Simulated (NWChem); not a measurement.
Species: C₂H₃BO₂; SMILES C#CB(O)O

```xyz
8

B      0.0000     0.0000    -0.5062
C      0.0000     0.0000     1.0456
C      0.0000     0.0000     2.2623
H      0.0000     0.0000     3.3380
O      0.0000     1.1580    -1.2107
H      0.0000     1.9323    -0.6416
O      0.0000    -1.1580    -1.2107
H      0.0000    -1.9323    -0.6416
```
Atoms are numbered in this order, from 1.

All runs: NWChem. Pople sets run with spherical d functions. Medium grid unless said otherwise, to which SCAN and Minnesota functionals are sensitive. Structure relaxed at the PBE0/def2-SVP level. Hybrids' shares of exact exchange are those that their runs print; pure functionals count as 0. The functionals differ in more than this share.

```
row            share of exact exchange  highest occupied level (eV)
-------------  -----------------------  ---------------------------
PBE/6-31G*                        0.00                        -6.69
BLYP/6-31G*                       0.00                        -6.45
B3LYP/6-31G*                      0.20                     withheld
PBE0/6-31G*                       0.25                        -8.09
PW6B95/6-31G*                     0.28                        -8.13
MN15/6-31G*                       0.44                        -8.75
```

### Question
Fit a straight line of the last column on the one before it, predict the withheld value, and compare with the run.

### Answer

1. Means of the 5 shown rows: x = 0.194, y = -7.622. Slope Σ(x − x̄)(y − ȳ)/Σ(x − x̄)² = -0.7556/0.1463 = -5.164; intercept -6.620.
2. The shown rows scatter about the line by 0.134 (root mean square); the largest residual is -0.18, at PBE0/6-31G*.
3. At x = 0.20 (B3LYP/6-31G*; inside the shown range) the line gives -7.65.
4. The run gives -7.74, -0.09 from the line, 0.7 times the scatter.
